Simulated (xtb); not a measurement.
Ge(H)(F)(OH)2 (FGeH3O2), SMILES [GeH]([OH])([OH])[F]. All values are semi-empirical tight-binding results from xtb (GFN2-xTB unless named), good for trends rather than for accurate numbers. Coordinates come from a GFN2-xTB optimisation. The values are those of a single conformer.

For metal compounds this method's bond lengths and energies can be far off.

Computed properties:
| Item | Value |
|---|---|
| orbital gap | 9.04 eV |
| zero-point energy | 21.4 kcal/mol |
| G − E(el) at 298.15 K (modified RRHO) | 2.6 kcal/mol |
